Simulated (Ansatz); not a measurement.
Born–Oppenheimer molecular dynamics of a periodic cell of 19 atoms, Ru₁₈Au (surface Ru(0001), adsorbate Au). It goes on from the last frame of an earlier run, with new velocities.

All numbers below come from DFT PBE, scalar-relativistic, plane waves, PAW in Ansatz 0.2.0. Settings: cutoff 420 eV, k mesh 2x2x1, fermi-dirac smearing 0.1 eV, no spin polarisation.

- ensemble: NVT, Nosé–Hoover chain
- time step: 3 fs
- steps asked: 300
- set temperature: 1000 K
- thermostat: time constant 200 fs, chain length 1
- atoms held: 1 to 6
- seed: 739416

Frames 6 fs apart, positions in Å.

Velocities at 810 fs (Å/ps):

```
Ru 0.00 0.00 0.00
Ru 0.00 0.00 0.00
Ru 0.00 0.00 0.00
Ru 0.00 0.00 0.00
Ru 0.00 0.00 0.00
Ru 0.00 0.00 0.00
Ru -0.08 1.34 -1.26
Ru 7.25 1.08 0.55
Ru 1.68 4.12 1.74
Ru 1.01 0.47 0.49
Ru -1.41 -5.62 0.68
Ru -3.27 -1.21 1.00
Ru 3.14 1.49 0.65
Ru 1.23 -1.06 -0.09
Ru -5.74 -5.31 4.79
Ru 2.34 -8.04 -3.08
Ru -1.08 -2.20 -0.76
Ru 5.08 1.89 6.31
Au -0.22 4.08 0.14
```

```xyz
19
Lattice="5.4000 0.0000 0.0000 4.0500 7.0148 0.0000 0.0000 0.0000 16.2768" Properties=species:S:1:pos:R:3 time_fs=810 energy_less_start_eV=0.896 T=1297
Ru 0.000 0.000 1.000
Ru 2.700 0.000 1.000
Ru 1.350 2.338 1.000
Ru 4.050 2.338 1.000
Ru 2.700 4.676 1.000
Ru 5.400 4.676 1.000
Ru 0.039 1.660 3.272
Ru 2.686 1.713 3.084
Ru 1.185 3.832 3.129
Ru 4.033 3.976 3.132
Ru 2.594 6.215 3.261
Ru 5.295 6.293 3.136
Ru -0.134 0.188 5.310
Ru 2.622 0.097 5.269
Ru 1.484 2.322 5.282
Ru 4.264 2.451 5.379
Ru 2.697 4.691 5.297
Ru 5.495 4.746 5.449
Au 7.429 5.584 7.619
19
Lattice="5.4000 0.0000 0.0000 4.0500 7.0148 0.0000 0.0000 0.0000 16.2768" Properties=species:S:1:pos:R:3 time_fs=816 energy_less_start_eV=0.966 T=1242
Ru 0.000 0.000 1.000
Ru 2.700 0.000 1.000
Ru 1.350 2.338 1.000
Ru 4.050 2.338 1.000
Ru 2.700 4.676 1.000
Ru 5.400 4.676 1.000
Ru 0.037 1.665 3.262
Ru 2.730 1.716 3.088
Ru 1.198 3.860 3.140
Ru 4.039 3.978 3.135
Ru 2.587 6.183 3.263
Ru 5.277 6.286 3.142
Ru -0.114 0.194 5.313
Ru 2.630 0.090 5.269
Ru 1.449 2.292 5.311
Ru 4.276 2.404 5.359
Ru 2.691 4.678 5.291
Ru 5.525 4.756 5.485
Au 7.428 5.609 7.620
19
Lattice="5.4000 0.0000 0.0000 4.0500 7.0148 0.0000 0.0000 0.0000 16.2768" Properties=species:S:1:pos:R:3 time_fs=822 energy_less_start_eV=1.097 T=1152
Ru 0.000 0.000 1.000
Ru 2.700 0.000 1.000
Ru 1.350 2.338 1.000
Ru 4.050 2.338 1.000
Ru 2.700 4.676 1.000
Ru 5.400 4.676 1.000
Ru 0.032 1.665 3.248
Ru 2.773 1.714 3.094
Ru 1.218 3.894 3.152
Ru 4.044 3.978 3.138
Ru 2.582 6.156 3.261
Ru 5.263 6.278 3.149
Ru -0.094 0.193 5.314
Ru 2.640 0.083 5.268
Ru 1.413 2.266 5.338
Ru 4.281 2.359 5.337
Ru 2.685 4.667 5.284
Ru 5.552 4.766 5.515
Au 7.425 5.634 7.620
19
Lattice="5.4000 0.0000 0.0000 4.0500 7.0148 0.0000 0.0000 0.0000 16.2768" Properties=species:S:1:pos:R:3 time_fs=828 energy_less_start_eV=1.259 T=1043
Ru 0.000 0.000 1.000
Ru 2.700 0.000 1.000
Ru 1.350 2.338 1.000
Ru 4.050 2.338 1.000
Ru 2.700 4.676 1.000
Ru 5.400 4.676 1.000
Ru 0.026 1.661 3.230
Ru 2.813 1.705 3.103
Ru 1.243 3.931 3.164
Ru 4.049 3.975 3.142
Ru 2.581 6.135 3.256
Ru 5.252 6.271 3.156
Ru -0.072 0.182 5.313
Ru 2.652 0.076 5.266
Ru 1.379 2.246 5.362
Ru 4.279 2.319 5.314
Ru 2.681 4.656 5.276
Ru 5.576 4.772 5.539
Au 7.423 5.659 7.619
19
Lattice="5.4000 0.0000 0.0000 4.0500 7.0148 0.0000 0.0000 0.0000 16.2768" Properties=species:S:1:pos:R:3 time_fs=834 energy_less_start_eV=1.404 T=946
Ru 0.000 0.000 1.000
Ru 2.700 0.000 1.000
Ru 1.350 2.338 1.000
Ru 4.050 2.338 1.000
Ru 2.700 4.676 1.000
Ru 5.400 4.676 1.000
Ru 0.022 1.652 3.207
Ru 2.848 1.691 3.113
Ru 1.271 3.966 3.176
Ru 4.055 3.971 3.146
Ru 2.583 6.121 3.248
Ru 5.247 6.263 3.163
Ru -0.050 0.162 5.310
Ru 2.666 0.068 5.264
Ru 1.347 2.231 5.382
Ru 4.270 2.286 5.291
Ru 2.679 4.647 5.269
Ru 5.597 4.775 5.559
Au 7.420 5.684 7.617
19
Lattice="5.4000 0.0000 0.0000 4.0500 7.0148 0.0000 0.0000 0.0000 16.2768" Properties=species:S:1:pos:R:3 time_fs=840 energy_less_start_eV=1.485 T=888
Ru 0.000 0.000 1.000
Ru 2.700 0.000 1.000
Ru 1.350 2.338 1.000
Ru 4.050 2.338 1.000
Ru 2.700 4.676 1.000
Ru 5.400 4.676 1.000
Ru 0.020 1.640 3.181
Ru 2.875 1.673 3.126
Ru 1.300 3.998 3.189
Ru 4.060 3.964 3.149
Ru 2.588 6.117 3.235
Ru 5.247 6.256 3.170
Ru -0.028 0.133 5.305
Ru 2.681 0.059 5.262
Ru 1.318 2.222 5.396
Ru 4.252 2.261 5.270
Ru 2.679 4.640 5.264
Ru 5.614 4.775 5.572
Au 7.416 5.710 7.615
19
Lattice="5.4000 0.0000 0.0000 4.0500 7.0148 0.0000 0.0000 0.0000 16.2768" Properties=species:S:1:pos:R:3 time_fs=846 energy_less_start_eV=1.474 T=885
Ru 0.000 0.000 1.000
Ru 2.700 0.000 1.000
Ru 1.350 2.338 1.000
Ru 4.050 2.338 1.000
Ru 2.700 4.676 1.000
Ru 5.400 4.676 1.000
Ru 0.020 1.625 3.153
Ru 2.893 1.649 3.139
Ru 1.329 4.024 3.200
Ru 4.066 3.955 3.152
Ru 2.598 6.121 3.220
Ru 5.253 6.249 3.175
Ru -0.006 0.096 5.298
Ru 2.698 0.051 5.259
Ru 1.294 2.219 5.403
Ru 4.226 2.243 5.250
Ru 2.682 4.634 5.260
Ru 5.627 4.771 5.581
Au 7.412 5.735 7.612
19
Lattice="5.4000 0.0000 0.0000 4.0500 7.0148 0.0000 0.0000 0.0000 16.2768" Properties=species:S:1:pos:R:3 time_fs=852 energy_less_start_eV=1.370 T=937
Ru 0.000 0.000 1.000
Ru 2.700 0.000 1.000
Ru 1.350 2.338 1.000
Ru 4.050 2.338 1.000
Ru 2.700 4.676 1.000
Ru 5.400 4.676 1.000
Ru 0.024 1.607 3.123
Ru 2.901 1.623 3.152
Ru 1.356 4.041 3.210
Ru 4.073 3.945 3.155
Ru 2.612 6.135 3.201
Ru 5.264 6.243 3.180
Ru 0.015 0.053 5.289
Ru 2.715 0.042 5.257
Ru 1.274 2.222 5.404
Ru 4.196 2.232 5.233
Ru 2.689 4.629 5.260
Ru 5.636 4.764 5.584
Au 7.408 5.761 7.607
19
Lattice="5.4000 0.0000 0.0000 4.0500 7.0148 0.0000 0.0000 0.0000 16.2768" Properties=species:S:1:pos:R:3 time_fs=858 energy_less_start_eV=1.193 T=1032
Ru 0.000 0.000 1.000
Ru 2.700 0.000 1.000
Ru 1.350 2.338 1.000
Ru 4.050 2.338 1.000
Ru 2.700 4.676 1.000
Ru 5.400 4.676 1.000
Ru 0.032 1.589 3.094
Ru 2.898 1.594 3.163
Ru 1.380 4.048 3.218
Ru 4.081 3.933 3.157
Ru 2.631 6.156 3.180
Ru 5.281 6.237 3.183
Ru 0.034 0.006 5.278
Ru 2.733 0.032 5.253
Ru 1.258 2.229 5.397
Ru 4.161 2.227 5.219
Ru 2.699 4.626 5.262
Ru 5.642 4.752 5.582
Au 7.404 5.786 7.603
19
Lattice="5.4000 0.0000 0.0000 4.0500 7.0148 0.0000 0.0000 0.0000 16.2768" Properties=species:S:1:pos:R:3 time_fs=864 energy_less_start_eV=0.978 T=1147
Ru 0.000 0.000 1.000
Ru 2.700 0.000 1.000
Ru 1.350 2.338 1.000
Ru 4.050 2.338 1.000
Ru 2.700 4.676 1.000
Ru 5.400 4.676 1.000
Ru 0.041 1.570 3.065
Ru 2.884 1.564 3.173
Ru 1.400 4.046 3.224
Ru 4.089 3.919 3.160
Ru 2.654 6.184 3.157
Ru 5.303 6.231 3.185
Ru 0.053 -0.044 5.266
Ru 2.750 0.023 5.250
Ru 1.246 2.240 5.384
Ru 4.125 2.227 5.207
Ru 2.712 4.624 5.267
Ru 5.643 4.737 5.574
Au 7.399 5.811 7.597
19
Lattice="5.4000 0.0000 0.0000 4.0500 7.0148 0.0000 0.0000 0.0000 16.2768" Properties=species:S:1:pos:R:3 time_fs=870 energy_less_start_eV=0.768 T=1259
Ru 0.000 0.000 1.000
Ru 2.700 0.000 1.000
Ru 1.350 2.338 1.000
Ru 4.050 2.338 1.000
Ru 2.700 4.676 1.000
Ru 5.400 4.676 1.000
Ru 0.053 1.552 3.040
Ru 2.860 1.534 3.180
Ru 1.415 4.034 3.229
Ru 4.099 3.904 3.162
Ru 2.681 6.216 3.133
Ru 5.331 6.225 3.184
Ru 0.070 -0.092 5.253
Ru 2.767 0.013 5.247
Ru 1.238 2.254 5.363
Ru 4.089 2.231 5.199
Ru 2.728 4.623 5.274
Ru 5.641 4.719 5.560
Au 7.394 5.836 7.591
19
Lattice="5.4000 0.0000 0.0000 4.0500 7.0148 0.0000 0.0000 0.0000 16.2768" Properties=species:S:1:pos:R:3 time_fs=876 energy_less_start_eV=0.598 T=1345
Ru 0.000 0.000 1.000
Ru 2.700 0.000 1.000
Ru 1.350 2.338 1.000
Ru 4.050 2.338 1.000
Ru 2.700 4.676 1.000
Ru 5.400 4.676 1.000
Ru 0.065 1.535 3.018
Ru 2.827 1.506 3.184
Ru 1.427 4.014 3.231
Ru 4.109 3.888 3.164
Ru 2.710 6.249 3.110
Ru 5.362 6.218 3.180
Ru 0.086 -0.139 5.240
Ru 2.783 0.002 5.242
Ru 1.232 2.270 5.336
Ru 4.055 2.239 5.193
Ru 2.747 4.624 5.282
Ru 5.636 4.698 5.540
Au 7.389 5.860 7.584
```

Of the whole run (900 fs, mean temperature of the second half 1219 K): The conserved energy stayed within 0.26 meV per atom of its start (net change 0.094 meV per atom), so the integration is sound. The mean temperature of the second half is 22 % above the set value. A run of 0.9 ps of so small a system gives no equilibrium averages. Limits of this set-up: coarse k mesh, thin slab, slab without dipole correction.

Run time: 24 min on 4 threads of Intel(R) Xeon(R) Platinum 8259CL CPU @ 2.50GHz (Skylake/Cascade Lake) (shared host), peak memory 2.5 GiB.
